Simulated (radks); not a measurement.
Excited configurations of C III: one electron is placed in a higher orbital outside [He] 2s1. The ground configuration is [He] 2s2. Method: Dirac Kohn-Sham, PBE, spin-unpolarised, spherical densities, point nucleus; open shells fill j = l - 1/2 first; computed with a radial shooting solver on a logarithmic mesh with Libxc functionals. Excitation = E - E(ground); binding = E(ion) - E, where the ion is the core of charge +3; n* = 3/sqrt(2 binding) in atomic units, and the quantum defect is n - n*.

| outer orbital | excitation (eV) | binding (eV) | n* | quantum defect | eigenvalue (eV) | <r> (bohr) |
|---|---|---|---|---|---|---|
| 2p1/2 | 8.614 | 39.580 | 1.759 | 0.241 | -31.403 | 1.330 |
| 3d3/2 | 33.973 | 14.221 | 2.934 | 0.066 | -11.183 | 3.280 |
| 4s1/2 | 38.517 | 9.677 | 3.557 | 0.443 | -8.280 | 6.454 |
| 4d3/2 | 39.894 | 8.300 | 3.841 | 0.159 | -6.906 | 6.527 |
| 5p1/2 | 42.556 | 5.638 | 4.660 | 0.340 | -4.857 | 10.80 |
| 5d3/2 | 42.837 | 5.357 | 4.781 | 0.219 | -4.568 | 10.72 |
| 7f5/2 | 45.518 | 2.676 | 6.765 | 0.235 | -2.312 | 21.60 |

The Delta-SCF ionisation energy is 48.194 eV (NIST Atomic Spectra Database: 47.888 eV, measured). Self-interaction in the functional shifts the binding energies and quantum defects, so they are the method's values and not measured ones. Spin polarisation and multiplet splitting are left out, so open shells lie too high by an amount that depends on their filling.

Beside tabulated values, note that spin-unpolarised runs miss the spin-polarisation part of the exchange energy of open shells.
